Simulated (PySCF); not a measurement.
# Tl(55+): ionisation energy

Tl(55+) [Ar] 3d8 (3F) → Tl(56+) [Ar] 3d7 (4F), as a difference of total energies. All numbers are calculated (PySCF 2.14, the spin-free X2C one-electron Hamiltonian (Gaussian nucleus), in an even-tempered Gaussian basis (17 s from 14 bohr⁻², ratio 2.5; 13 p from 18 bohr⁻², ratio 2.5; 7 d from 18 bohr⁻², ratio 2.5; 4 f from 73 bohr⁻², ratio 2.7; 3 g from 110 bohr⁻², ratio 2.7)). Correlated levels: outer shells: [Ne] frozen; virtual orbitals above 40 to 60 times the deepest correlated orbital energy dropped. The calculations carry no spin-orbit coupling.

| method | ionisation energy (eV) |
| --- | --- |
| UHF | 5560.7 |
| LDA | 5560.2 |
| PBE | 5560.4 |
| PBE0 | 5561.0 |
| r2SCAN | 5562.7 |
| B2PLYP | 5561.4 |
| PW91 | 5561.1 |
| MP2 (outer shells) | 5562.2 |
| SCS-MP2 (outer shells) | 5562.2 |

Spin-orbit coupling is strong in these open shells (close to jj coupling). The scalar numbers leave it out and a first-order estimate fails, so it can dominate the gap to the real levels.

Breit and QED terms and the two-electron picture change are absent.

For comparison: 5518 ± 5 eV (theoretical estimate listed by NIST; NIST Atomic Spectra Database, ionization energies).
